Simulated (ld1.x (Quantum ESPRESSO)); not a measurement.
Configuration tests for Tc (PAW)

ld1.x (Quantum ESPRESSO) 7.5 input, shortened:

```
&input
   title='Tc', zed=43., rel=1, dft='PZ', iswitch=3,
   config='[Kr] 4d5 5s1.75 5p0.25'
 /
 &inputp
   pseudotype=3, lpaw=.true., tm=.true., lloc=-1, rcloc=1.80,
   nlcc=.false.,
   which_augfun='PSQ', rmatch_augfun_nc=.true.
 /
6
4S  1  0   2.00   0.00  1.35  1.50  0.0
5S  2  0   1.75   0.00  1.35  1.50  0.0
4P  2  1   6.00   0.00  1.80  2.30  0.0
5P  3  1   0.25   0.00  1.80  2.30  0.0
4D  3  2   5.00   0.00  1.60  2.10  0.0
4D  3  2   0.00   4.00  1.60  2.10  0.0
 &test
   configts(1)='4s2 4p6 4d5 5s1.75 5p0.25'
 /
```

Energies are relative to the spin-unpolarised reference configuration 4s2 4p6 4d5 5s1.75 5p0.25; without spin polarisation the order of configurations can differ from experiment. Spin-polarised rows fill each open shell by Hund’s rule, majority spin first.

Its overlap operator is not positive definite in a basis up to 400 Ry (lowest eigenvalue s -30.29, p -2.09), so the file is unfit for use: the generalised eigenproblem breaks down once the basis is large enough, and its test numbers describe a broken file.

```csv
valence configuration,charge,ΔE all-electron (eV),error AE − PS (meV)
4s2 4p6 4d5 5s2 5p0,0,-0.940,-0.1
4s2 4p6 4d5 5s1 5p0,+1,7.491,-1.3
4s2 4p6 4d5 5s0 5p0,+2,22.694,-3.2
4s2 4p6 4d6 5s0 5p0,+1,5.609,-31
4s2 4p6 4d4 5s0 5p0,+3,51.621,-62
4s2 4p5 4d5 5s2 5p0,+1,50.624,-175
4s1 4p6 4d5 5s2 5p0,+1,79.030,-317
4s2 4p6 4d5 5s1.75 5p0.25 (spin-polarised),0,-3.755,-36
4s2 4p6 4d5 5s2 5p0 (spin-polarised),0,-4.435,-32
```

Levels in the configuration 4s2 4p6 4d5 5s1 5p0:

| level | all-electron (eV) | pseudo (eV) |
| --- | --- | --- |
| 4s | -81.025 | -81.017 |
| 4p | -53.043 | -53.035 |
| 4d | -14.307 | -14.304 |
| 5s | -11.727 | -11.727 |

The ghost test of this file was not conclusive.
